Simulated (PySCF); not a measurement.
**Energy of Eu⁺ (europium, charge +1) between two integer charges**

The 6s alpha orbital of [Xe] 4f7 6s1 is emptied in steps (occupation f), with all orbitals relaxed, ending at [Xe] 4f7. Calculation: PySCF 2.14, in def2-SVP with the def2 core potential (28 electrons); a scalar-relativistic core potential. The exact energy is a straight line in f; departures are measured from the line between the end points of the same method.

```json
{"f": "1", "UHF (eV)": "0.000", "LDA (eV)": "0.000", "PBE (eV)": "0.000"}
{"f": "0.8", "UHF (eV)": "0.005", "LDA (eV)": "-0.399", "PBE (eV)": "-0.415"}
{"f": "0.6", "UHF (eV)": "0.007", "LDA (eV)": "-0.592", "PBE (eV)": "-0.626"}
{"f": "0.4", "UHF (eV)": "0.007", "LDA (eV)": "-0.583", "PBE (eV)": "-0.629"}
{"f": "0.2", "UHF (eV)": "0.005", "LDA (eV)": "-0.378", "PBE (eV)": "-0.418"}
{"f": "0", "UHF (eV)": "0.000", "LDA (eV)": "0.000", "PBE (eV)": "0.000"}
```

| method | E(f=0) − E(f=1) (eV) | −ε at f=1 (eV) | −ε at f=0.4 (eV) |
| --- | --- | --- | --- |
| UHF | 10.464 | 10.495 | 10.458 |
| LDA | 11.627 | 9.112 | 12.173 |
| PBE | 11.462 | 8.879 | 11.977 |

Orbital energy along the path (eV):

```json
{"f": "1", "UHF": "-10.495", "LDA": "-9.112", "PBE": "-8.879"}
{"f": "0.8", "UHF": "-10.482", "LDA": "-10.147", "PBE": "-9.894"}
{"f": "0.6", "UHF": "-10.470", "LDA": "-11.173", "PBE": "-10.924"}
{"f": "0.4", "UHF": "-10.458", "LDA": "-12.173", "PBE": "-11.977"}
{"f": "0.2", "UHF": "-10.447", "LDA": "-13.115", "PBE": "-13.062"}
{"f": "0", "UHF": "-10.436", "LDA": "-13.820", "PBE": "-13.849"}
```

Reference removal energy between the ground levels: 11.24 ± 0.006 eV (semi-empirical (NIST evaluation); NIST Atomic Spectra Database, ionization energies). UHF lacks correlation.
